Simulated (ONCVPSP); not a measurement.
**Configuration tests for N (Z = 7) (ONCV)**

| Item | Value |
| --- | --- |
| Element | N (Z = 7) |
| Generator | ONCVPSP 4.0.1 |
| Type | optimised norm-conserving Vanderbilt (ONCV) |
| Functional | PW91 |
| Relativity | non-relativistic |
| Frozen core | [He] |
| Valence charge | 5 |
| Reference configuration | 2s2 2p3 |
| Partial waves | 2s: rc 0.70 bohr, ncon 4, nbas 8, qcut 7.8 1/bohr, 3 projectors, debl 2.5 Ha; 2p: rc 1.40 bohr, ncon 4, nbas 7, qcut 10.2 1/bohr, 2 projectors, debl 0.6 Ha; d scattering state at 0.33 Ha: rc 1.55 bohr, ncon 4, nbas 8, qcut 7.3 1/bohr, 2 projectors, debl 3 Ha |
| Local potential | polynomial inside 0.70 bohr (lpopt 5, dvloc0 6 Ha) |
| Core correction | Teter function, fcfact 3.5, rcfact 1.15 |

Energies are relative to the spin-unpolarised reference configuration 2s2 2p3; without spin polarisation the order of configurations can differ from experiment. Not all tests gave a result: 1 of 4 tests not solved or not reliable.

```
valence configuration  charge  ΔE all-electron (eV)  error AE − PS (meV)
              2s2 2p2      +1                13.678                 +9.9
              2s2 2p1      +2                42.637                  +96
              2s2 2p0      +3                89.828                 +457
```

Levels in the configuration 2s2 2p2:

| level | all-electron (eV) | pseudo (eV) |
| --- | --- | --- |
| 2s | -32.495 | -32.493 |
| 2p | -20.785 | -20.755 |

Note: ghosts flagged at negative energy: s at -372.1 eV; GHOST(+) flags only above 600 eV. A true bound ghost makes a file unfit for plane-wave use.
